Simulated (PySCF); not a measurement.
**Löwdin shares of the frontier orbitals**

Compound: ZrIF3 (singlet state).
Z-matrix (Å and degrees, PBE0-D3(BJ)/def2-SVP geometry), rows numbered from 1:
```
Zr
I   1  2.7124
F   1  1.8869  2  109.91
F   1  1.8866  2  109.98  3  -119.97
F   1  1.8866  2  109.90  3   120.14
```

The calculation used TDDFT wB97X-D/def2-SVPD, vertical, gas phase, core orbitals frozen in the response, def2 core potentials past Kr in PySCF. Spin–orbit coupling is left out.

Frontier orbitals with the atoms that hold most of them (Löwdin shares over 4%, at most four atoms):

```csv
orbital,ε (eV),atoms
HOMO-3,-14.50,"F3 34%, F4 33%, F5 30%"
HOMO-2,-11.39,"I2 78%, Zr1 19%"
HOMO-1,-10.15,"I2 88%, Zr1 10%"
HOMO,-10.15,"I2 88%, Zr1 10%"
LUMO,-0.40,"Zr1 70%, I2 13%, F4 8%, F5 5%"
LUMO+1,-0.40,"Zr1 70%, I2 13%, F3 7%, F5 7%"
LUMO+2,0.12,"Zr1 63%, I2 19%, F4 6%, F5 6%"
```

Within 0.005 eV of a neighbour in this list lie HOMO-1/HOMO and LUMO/LUMO+1 (point group found: C3v); within a degenerate set the shares of single atoms can hang on how the components are chosen.

**Question.** How does S1 compare with the orbital gap of 9.75 eV?

**Answer.** S1 is at 5.06 eV (f = 0.0000), 4.69 eV below the gap, made of HOMO-1/HOMO→LUMO/LUMO+1 (99%). 

For S1 the Löwdin share of zirconium is 10% in HOMO and 70% in LUMO (ligand-to-metal charge transfer by this measure).

Next come S2 at 5.14 eV (f 0.0003), HOMO-1/HOMO→LUMO/LUMO+1 (≥79%); S3 at 5.14 eV (f 0.0003), HOMO-1/HOMO→LUMO/LUMO+1 (≥78%); S4 at 5.72 eV (f 0.092), HOMO-1/HOMO→LUMO/LUMO+1 (82%), HOMO-2→LUMO+2 (15%); S5 at 5.82 eV (f 0.0020), HOMO-1/HOMO→LUMO+2 (≥97%).

Orbitals of the list HOMO-3 to LUMO+2 that lie within 0.01 eV of each other are written together with a slash and their weights summed (≥ marks a lower bound); for degenerate orbitals outside that list single weights are arbitrary.

On one thread, Arm Neoverse V2 (aarch64), no GPU (shared host), this took 58 s wall (grids of density and orbitals included) and 0.68 GiB of memory at its peak.
